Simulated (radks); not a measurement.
Effect of the nuclear size on the strontium ion Sr14+, [Ar] 3d6. All-electron calculation, Dirac Kohn-Sham, BLYP, spin-unpolarised, spherical densities, finite nucleus; open shells fill j = l - 1/2 first; Fermi nuclear charge, rms radius 4.224 fm. Program: a radial shooting solver on a logarithmic mesh with Libxc functionals. The rms radius is varied about that value; shifts are against it.

rms radius (fm)  total energy shift (eV)  density at nucleus (e/bohr^3)  1s1/2 shift (meV)  2s1/2 shift (meV)  3s1/2 shift (meV)  3p1/2 shift (meV)  3d5/2 shift (meV)  4s1/2 (empty) shift (meV)
3.6115                            -0.224                      6.185e+04              -94.8              -9.84              -1.83              0.128              0.115                     -0.481
3.8143                            -0.153                      6.155e+04              -64.9              -6.74              -1.25              0.088              0.079                     -0.330
4.224                                  0                      6.099e+04              0.000              0.000              0.000              0.000              0.000                      0.000
4.5112                             0.116                      6.063e+04               49.1               5.09              0.947             -0.067             -0.059                      0.249
4.6971                             0.195                      6.042e+04               82.4               8.55               1.59             -0.112             -0.100                      0.418

Slopes of the eigenvalues against <r^2> in GHz/fm^2, as finite differences over the two radii next to the reference (eigenvalue slopes, not the field-shift constants of lines): 1s1/2 4750, 2s1/2 493, 3s1/2 91.6, 3p1/2 -6.44, 3d5/2 -5.75, 4s1/2 (empty) 24.1.
